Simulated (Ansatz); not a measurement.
## Which isomer of BFH2OSi gives these data?

These gas-phase data were calculated for one isomer of BFH2OSi at B3LYP-D3(BJ)/def2-SVP (harmonic, unscaled wavenumbers; equilibrium rotational constants with average atomic masses):

```
rotational constants            : 35.77, 2.664, 2.537 GHz
all wavenumbers above 1500 cm⁻¹ : 2651, 1974
```

Candidates:

(1) `O=B[SiH2]F`, a singlet
(2) `BO[Si]F`, a singlet
(3) `FBO[SiH]`, a singlet

Problem. Assign the data to one candidate and say why.

Solution. Candidate (3). The band at 2651 cm⁻¹ lies where the B–H stretch is expected; (1) has no mode between 2350 and 2900 cm⁻¹. 1 mode lies between 2350 and 2900 cm⁻¹, one for each B–H bond, while (2) has 2.

The same quantities for all candidates:

```tsv
	rotational constants (GHz)	wavenumbers above 1500 cm⁻¹	E above the lowest, B3LYP-D3(BJ)/def2-SVP (kcal/mol)
(1)	17.55, 2.888, 2.556	2273, 2266, 2036	0.8
(2)	18.66, 3.725, 3.194	2640, 2545	0.0
(3)	35.77, 2.664, 2.537	2651, 1974	4.1
```

Each candidate is one conformer. Programs: Ansatz 0.2.0.
